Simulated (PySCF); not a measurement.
Two species compared at the same levels of theory.

First species: C3GaN3.
Geometry (PBE0-D3(BJ)/def2-SVP, Å), atoms numbered from 1 in this order:
```
atom  x, y, z in Å
N1     0.141    2.703    1.450
C2     0.088    1.681    0.903
Ga3   -0.002    0.000   -0.002
C4    -1.696   -0.754   -0.461
N5    -2.724   -1.214   -0.743
C6     1.608   -0.927   -0.449
N7     2.588   -1.484   -0.724
```

Second species: C₂H₁₀OSSi₂.
SMILES: `CCO[SiH2]S[SiH3]`

Levels: PBE0/def2-SVPD for dipole moment, HOMO energy, LUMO energy, HOMO–LUMO gap, static isotropic polarisability and electronic spatial extent ⟨r²⟩ about the centre of nuclear charge; TDDFT PBE0/def2-SVPD for lowest singlet excitation; TDA PBE0/def2-SVPD for lowest triplet excitation (Tamm–Dancoff). Geometries: PBE0-D3(BJ)/def2-SVP. Each species is one conformer at its optimised geometry, gas phase, non-relativistic unless stated. Electronic properties by PySCF.

The conformers computed, where there is a choice (atom-mapped SMILES and torsion angles):
- `[CH3:1][CH2:2][O:3][SiH2:4][S:5][SiH3:6]`: C1–C2–O3–Si4 -85°, C2–O3–Si4–S5 -56°, O3–Si4–S5–Si6 -51°

Task: Which of the two has the higher T1 energy, and by how much?

Result: The second: 5.69 eV against 4.77 eV, a difference of 0.92 eV.

Task: Which has the higher LUMO energy?

Result: The second: -0.15 eV against -4.24 eV, a difference of 4.09 eV.

Task: Which has the higher ⟨r²⟩?

Result: The second: 1379 bohr² against 1072 bohr², a difference of 307 bohr².

Task: Which of the two has the higher static isotropic polarisability, and by how much?

Result: The second: 103.7 au against 66.0 au, a difference of 37.7 au.

Task: Which of the two has the higher dipole moment, and by how much?

Result: The second: 1.21 D against 0.00 D, a difference of 1.21 D.

Task: Which of the two has the higher HOMO–LUMO gap, and by how much?

Result: The second: 7.40 eV against 6.65 eV, a difference of 0.75 eV.

Task: Which has the higher HOMO energy?

Result: The second: -7.55 eV against -10.89 eV, a difference of 3.34 eV.

Task: Which of the two has the higher S1 energy, and by how much?

Result: The second: 6.07 eV against 5.21 eV, a difference of 0.86 eV.

On the first: Point group D3h forbids a permanent dipole, so the rigid molecule has no electric-dipole pure rotational spectrum. The vertical singlet–triplet gap S1 − T1 is 0.44 eV (TDDFT singlet less Tamm–Dancoff triplet). Relativistic effects, spin–orbit coupling among them, are left out although an element past zinc is present.

On the second: S1 lies 1.33 eV below the HOMO–LUMO gap; its leading configuration is HOMO→LUMO, weight 0.97. The dipole equals about 4.0 × 10⁻³⁰ C·m (1 D = 3.33564 × 10⁻³⁰ C·m).
